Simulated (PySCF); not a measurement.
Computed IR spectrum (relative IR intensity) of a molecule C3H6BNO2. Geometry: PBE0-D3(BJ)/def2-SVP. Other conformers were not sampled. All values below come from PBE0-D3(BJ)/def2-SVP (PySCF 2.14.0). Frequencies are harmonic and unscaled.

```tsv
ν (cm⁻¹)	relative intensity
183	2.1
532	22
542	6.8
653	14
738	2.1
953	35
1040	11
1080	4.3
1214	28
1340	17
1465	11
1469	3.4
1568	100
1862	7.4
3003	9.0
3060	5.5
3108	4.6
3129	5.5
3893	26
```

Pick the molecule that these values belong to.
A) COB1N=C(C)O1
B) CC1=NB(CO)O1
C) C/N=C1\COB1O
D) C=C1CNB(O)O1

C, C/N=C1\COB1O
